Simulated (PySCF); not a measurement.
Isomers of [C14H11]+ (charge +1), from PySCF, PBE0-D3(BJ)/def2-SVP geometry optimisation, gas phase. One conformer each, no zero-point energy, no frequencies.

Task: Which isomer lies lower at this level?
A. `c1ccc2c(c1)[CH+]Cc1ccccc1-2`: A = 1570, B = 547.8, C = 407.1 MHz, dipole 2.78 D
B. protonated anthracene (`c1cccc2c1[CH+]c1ccccc1C2`): A = 2098, B = 446.4, C = 368.9 MHz, dipole 0.07 D

Result: B. That is protonated anthracene (`C1=CC=C2CC3=CC=CC=C3[CH+]C2=C1`), 7.6 kcal/mol below the other.

| SMILES | mapped SMILES | E (Eh) | relative (kcal/mol) | relative (kJ/mol) | dipole about centre of mass (D) |
| --- | --- | --- | --- | --- | --- |
| c1ccc2c(c1)[CH+]c1ccccc1C2 | [cH:1]1[cH:2][cH:3][c:4]2[c:5]([cH:6]1)[CH+:7][c:8]1[cH:9][cH:10][cH:11][cH:12][c:13]1[CH2:14]2 | -538.88690 | 0.0 | 0.0 | 0.07 |
| c1ccc2c(c1)[CH+]Cc1ccccc1-2 | [cH:1]1[cH:2][cH:3][c:4]2[c:5]([cH:6]1)[CH+:7][CH2:8][c:9]1[cH:10][cH:11][cH:12][cH:13][c:14]1-2 | -538.87482 | 7.6 | 31.7 | 2.78 |
